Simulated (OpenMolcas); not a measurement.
**C, Si, Ge, Sn, Pb: ns² np² down the group**

```yaml
Program: OpenMolcas 26.06
Method: SS-CASPT2, IPEA 0.25 Eh, imaginary shift 0.1 Eh
Basis: ANO-RCC-VQZP
Scalar_Hamiltonian: DKH2, point nucleus
Spin-orbit_coupling: state interaction with AMFI integrals over the reference wave functions, term energies averaged over their components
```

Active space for each ion: 4 electrons in 4 orbitals (s p); closed shells correlated by CASPT2: C 1s; Si 2s 2p; Ge 3d; Sn 4d; Pb 5d.

Computed levels in cm-1 above ³P₀:

| Level | C | Si | Ge | Sn | Pb |
| --- | --- | --- | --- | --- | --- |
| ³P₁ | 15.1 | 66.7 | 487 | 1486 | 6830 |
| ³P₂ | 45.1 | 193 | 1247 | 3040 | 9560 |
| ¹D₂ | 9680 | 5580 | 7480 | 7940 | 18830 |
| ¹S₀ | 20020 | 13440 | 16620 | 16930 | 27480 |
| weight of ³P in the lowest level (%) | 100 | 100 | 100 | 97 | 87 |

Mixed levels, with the weight of the term that names them: Pb ³P₂ (59 %), Pb ¹D₂ (59 %).

Measured, with the error of the calculation in %. Measured levels: C, Si, Ge, Sn, Pb from NIST Handbook of Basic Atomic Spectroscopic Data.

```csv
Level,C,Si,Ge,Sn,Pb
³P₁,16.4 (-8.0),77.1 (-13.5),557 (-12.6),1692 (-12.2),7819 (-12.6)
³P₂,43.4 (+3.8),223 (-13.3),1410 (-11.5),3428 (-11.2),10650 (-10.2)
¹D₂,10193 (-5.1),6299 (-11.5),7125 (+5.0),8613 (-7.8),21458 (-12.2)
¹S₀,21648 (-7.5),15394 (-12.7),16367 (+1.5),17162 (-1.3),29467 (-6.8)
```

The fine-structure level ³P₂ changes by a factor of 212 from C to Pb.

Without spin-orbit coupling ¹D lies 9640, 5440, 6540, 5030, 4920 cm-1 above ³P in that order; the difference to the level ¹D₂, of either sign, comes from spin-orbit coupling, which also lowers the zero.

CASPT2 does not keep the components of a term degenerate, so their means are used; among the terms shown or strongly mixed into the levels shown the widest spread is 330 cm-1 (6s² 6p² ¹D, Pb). Over all roots computed the reference weight is 0.93 to 0.99 in C, 0.86 to 0.98 in Si, 0.87 to 0.95 in Ge, 0.84 to 0.93 in Sn; the roots of lowest weight are the least certain, and an intruder state may touch them. Some high roots are left out of the spin-orbit mixing, which shifts the levels that they would mix with (holds for Pb). Computed and measured levels are paired by configuration, term and J; levels that our copy of the source lacks, or whose pairing is in doubt (as where it misses far off the trend of its configuration), stay unpaired and out of the deviations. Where the source uses jj or jK labels, the order within each J decides. Levels of configurations outside the active space are missing.
